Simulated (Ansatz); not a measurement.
System: C₂H₆Cl₂Ge (charge 0, singlet). 
Geometry from a B3LYP-D3(BJ)/def2-TZVP (Ansatz, an electronic-structure program) optimisation:
```
Ge
C 1 1.9460
H 2 1.0881 1 109.18
H 2 1.0895 3 109.44 1 -119.86
H 2 1.0895 3 109.44 4 -120.27
C 1 1.9460 2 117.90 3 180.00
H 6 1.0881 1 109.18 2 180.00
H 6 1.0895 7 109.44 1 -119.86
H 6 1.0895 7 109.44 8 -120.27
Cl 1 2.1769 2 107.90 3 57.55
Cl 1 2.1769 2 107.90 3 -57.55
```
Charge 0, spin multiplicity 1.

Basis-set convergence of Hartree-Fock and MP2 correlation energies (hartree) with Ansatz. Correlated levels leave the core frozen unless marked. No spin-orbit coupling. Frozen are the shells of the preceding noble gas and the d and f shells that filled before the atom's block. Non-relativistic.

```csv
basis,functions,E(HF),"E(corr, MP2)"
def2-SVP,126,-3073.10383,-0.64620
def2-TZVPP,278,-3073.77547,-0.84748
def2-QZVPP,523,-3073.84614,-0.91734
```

Extrapolating the two largest sets (X = 3 and 4) as X^-3: E(corr) = (64·(-0.91734) - 27·(-0.84748))/37 = -0.9683 Eh, an estimate of the basis-set limit. The largest set recovers 94.7 % of it, the smallest 66.7 %.
